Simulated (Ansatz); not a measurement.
Wavefunction ladder for BClH3NS, SMILES `NB(S)Cl`

```xyz
7

N    -0.5490   -0.4356   -0.6792
B    -0.0718    0.5341    0.1958
S     1.3438    0.3350    1.3109
Cl   -0.8854    2.1068    0.2570
H    -1.3410   -0.2636   -1.2741
H    -0.1452   -1.3500   -0.7742
H     1.6485   -0.9268    0.9638
```

Total charge 0; spin multiplicity 1. Geometry: relaxed with PBE0-D4/def2-TZVP. It is one conformer, not always the lowest. Frozen core, restricted reference, the Gaussian-basis code of Ansatz. CBS rows extrapolate triple and quadruple zeta.

| basis | HF (Eh) | MP2 corr. |
| --- | --- | --- |
| def2-SVP | -937.70799 | -0.51743 |
| def2-TZVPP | -938.09425 | -0.67737 |
| def2-QZVPP | -938.12184 | -0.73461 |
| cc-pV(D+d)Z | -938.05423 | -0.52577 |
| cc-pV(T+d)Z | -938.10724 | -0.67776 |
| cc-pV(Q+d)Z | -938.12014 | -0.73406 |

**Question.** Estimate the CCSD correlation energy and the (T) correction in each basis where they were run (hartree).

**Answer.** 
```tsv
basis	CCSD corr.	(T)
def2-SVP	-0.55882	-0.01537
def2-TZVPP	-0.71954	-0.03163
def2-QZVPP	-0.76973	-0.03636
CBS(def2)	-0.80691	-0.03986
cc-pV(D+d)Z	-0.56874	-0.01645
cc-pV(T+d)Z	-0.71991	-0.03171
cc-pV(Q+d)Z	-0.76937	-0.03628
CBS(cc)	-0.80458	-0.03953
```
